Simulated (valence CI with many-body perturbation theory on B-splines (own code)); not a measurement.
## Energy levels of Sc¹⁵⁺

Calculated by valence CI with perturbative core correlation (CI+MBPT): four valence electrons over a frozen Dirac-Fock core [He], a basis of 11 s, 11 p, 10 d, 8 f, 5 g, 2 h functions for each j, with the one-electron correlation potential Σ1 (screened to all orders), the two-electron term Σ2, the three-electron term Σ3, Breit, model QED; selected single and double excitations, second order for the rest, scaled by the run's own slope (own B-spline code, finite nucleus).

No measured levels were compared; by estimate levels of excited configurations hold to 0.05 to 0.15 % of their energy, terms of the ground configuration to about 0.5 %. Among the levels kept, up to 890 cm⁻¹ of a level comes from second order outside the variational space, and about a tenth of that is noise between levels of different J, which matters for small intervals.

Levels 91 to 135 of 189, with energies above the lowest level, 2s²2p² ³P_0. "Leading %" is the weight of the configuration and term that name the level; weights of strongly mixed levels are sums over their largest components and can fall short. In the jj column 3d3/2^4 stands for four electrons in 3d with j = 3/2.

| No. | Configuration | Term | J | E (eV) | Leading % | g | Leading jj |
| --- | --- | --- | --- | --- | --- | --- | --- |
| 91 | 2s2p²3p | ³F° | 2 | 653.72 | 63 | 0.791 | 2s 2p1/2 2p3/2 3p1/2 (76 %) |
| 92 | 2s2p²3d | ³P | 0 | 654.43 | 88 |  | 2s 2p3/2^2 3d5/2 (60 %) |
| 93 | 2s2p²3d | ³F | 3 | 654.77 | 95 | 1.092 | 2s 2p1/2 2p3/2 3d5/2 (42 %) |
| 94 | 2s2p²3p | ³F° | 3 | 655.00 | 96 | 1.086 | 2s 2p1/2 2p3/2 3p3/2 (33 %) |
| 95 | 2s2p²3p | ¹D° | 2 | 655.72 | 58 | 0.903 | 2s 2p1/2 2p3/2 3p3/2 (41 %) |
| 96 | 2s2p²3p | ³F° | 4 | 655.93 | 98 | 1.252 | 2s 2p1/2 2p3/2 3p3/2 (56 %) |
| 97 | 2s2p²3s | ³P | 1 | 656.88 | 60 | 1.639 | 2s 2p3/2^2 3s (56 %) |
| 98 | 2s2p²3d | ³F | 4 | 657.11 | 95 | 1.252 | 2s 2p3/2^2 3d5/2 (41 %) |
| 99 | 2s2p²3p | ³D° | 1 | 657.20 | 82 | 0.600 | 2s 2p1/2 2p3/2 3p1/2 (60 %) |
| 100 | 2s2p²3p | ¹F° | 3 | 657.48 | 88 | 1.033 | 2s 2p1/2 2p3/2 3p3/2 (60 %) |
| 101 | 2s2p²3p | ³D° | 2 | 657.91 | 94 | 1.176 | 2s 2p1/2 2p3/2 3p3/2 (40 %) |
| 102 | 2s2p²3s | ³P | 2 | 658.32 | 94 | 1.491 | 2s 2p3/2^2 3s (65 %) |
| 103 | 2s2p²3p | ³D° | 3 | 658.54 | 90 | 1.306 | 2s 2p1/2 2p3/2 3p3/2 (46 %) |
| 104 | 2s2p²3p | ¹P° | 1 | 658.95 | 79 | 0.929 | 2s 2p1/2 2p3/2 3p3/2 (58 %) |
| 105 | 2s2p²3s | ¹S | 0 | 659.96 | 74 |  | 2s 2p3/2^2 3s (81 %) |
| 106 | 2s2p²3s | ¹P | 1 | 660.10 | 84 | 1.055 | 2s 2p3/2^2 3s (60 %) |
| 107 | 2s2p²3d | ³D | 1 | 660.84 | 94 | 0.531 | 2s 2p1/2 2p3/2 3d5/2 (64 %) |
| 108 | 2s2p²3p | ³P° | 0 | 661.07 | 95 |  | 2s 2p1/2 2p3/2 3p3/2 (76 %) |
| 109 | 2s2p²3p | ³P° | 1 | 661.22 | 95 | 1.483 | 2s 2p1/2 2p3/2 3p3/2 (66 %) |
| 110 | 2s2p²3d | ³D | 2 | 661.29 | 92 | 1.166 | 2s 2p1/2 2p3/2 3d5/2 (40 %) |
| 111 | 2s2p²3p | ³P° | 2 | 661.59 | 92 | 1.478 | 2s 2p3/2^2 3p3/2 (42 %) |
| 112 | 2s2p²3d | ³D | 3 | 661.82 | 95 | 1.322 | 2s 2p1/2 2p3/2 3d3/2 (35 %) |
| 113 | 2s2p²3p | ³P° | 0 | 667.81 | 63 |  | 2s 2p1/2 2p3/2 3p1/2 (44 %) |
| 114 | 2s2p²3p | ³D° | 1 | 670.00 | 49 | 0.910 | 2s 2p1/2 2p3/2 3p1/2 (39 %) |
| 115 | 2s2p²3p | ³P° | 1 | 671.34 | 66 | 1.346 | 2s 2p1/2^2 3p3/2 (35 %) |
| 116 | 2s2p²3p | ³D° | 2 | 671.36 | 47 | 1.318 | 2s 2p1/2^2 3p3/2 (42 %) |
| 117 | 2s2p²3p | ¹S° | 0 | 673.21 | 58 |  | 2s 2p3/2^2 3p3/2 (40 %) |
| 118 | 2s2p²3d | ³G | 3 | 673.51 | 94 | 0.762 | 2s 2p1/2 2p3/2 3d3/2 (71 %) |
| 119 | 2s2p²3d | ³G | 4 | 673.85 | 95 | 1.059 | 2s 2p1/2 2p3/2 3d5/2 (44 %) |
| 120 | 2s2p²3d | ³G | 5 | 674.27 | 99 | 1.201 | 2s 2p1/2 2p3/2 3d5/2 (56 %) |
| 121 | 2s2p²3d | ³F | 2 | 675.01 | 96 | 0.677 | 2s 2p1/2 2p3/2 3d3/2 (56 %) |
| 122 | 2s2p²3d | ³F | 3 | 675.27 | 92 | 1.084 | 2s 2p1/2 2p3/2 3d5/2 (47 %) |
| 123 | 2s2p²3d | ³F | 4 | 675.38 | 92 | 1.237 | 2s 2p1/2 2p3/2 3d5/2 (60 %) |
| 124 | 2s2p²3p | ¹P° | 1 | 675.82 | 51 | 0.854 | 2s 2p3/2^2 3p1/2 (51 %) |
| 125 | 2s2p²3p | ³P° | 2 | 675.92 | 60 | 1.372 | 2s 2p3/2^2 3p3/2 (66 %) |
| 126 | 2s2p²3d | ³D | 1 | 676.18 | 97 | 0.505 | 2s 2p1/2 2p3/2 3d3/2 (48 %) |
| 127 | 2s2p²3p | ³D° | 3 | 676.21 | 93 | 1.328 | 2s 2p3/2^2 3p3/2 (60 %) |
| 128 | 2s2p²3d | ³D | 2 | 676.41 | 97 | 1.165 | 2s 2p1/2 2p3/2 3d5/2 (35 %) |
| 129 | 2s2p²3d | ³D | 3 | 676.59 | 74 | 1.251 | 2s 2p1/2 2p3/2 3d5/2 (33 %) |
| 130 | 2s2p²3d | ¹F | 3 | 677.33 | 66 | 1.079 | 2s 2p3/2^2 3d5/2 (44 %) |
| 131 | 2s2p²3p | ³P° | 2 | 677.70 | 79 | 1.443 | 2s 2p3/2^2 3p3/2 (33 %) |
| 132 | 2s2p²3p | ³P° | 0 | 677.85 | 94 |  | 2s 2p3/2^2 3p1/2 (48 %) |
| 133 | 2s2p²3p | ³P° | 1 | 677.93 | 65 | 1.556 | 2s 2p3/2^2 3p1/2 (45 %) |
| 134 | 2s2p²3p | ³S° | 1 | 678.30 | 54 | 1.796 | 2s 2p3/2^2 3p3/2 (38 %) |
| 135 | 2s2p²3d | ¹G | 4 | 679.25 | 95 | 1.011 | 2s 2p1/2 2p3/2 3d5/2 (36 %) |

Names give the largest LS component (configuration and term), which can be under half, so a name can repeat, a term be missing and a line seem to break the LS rules; names also repeat where a configuration has a term twice.

Where two levels of one J and parity lie close, their mixing, g and order are uncertain.
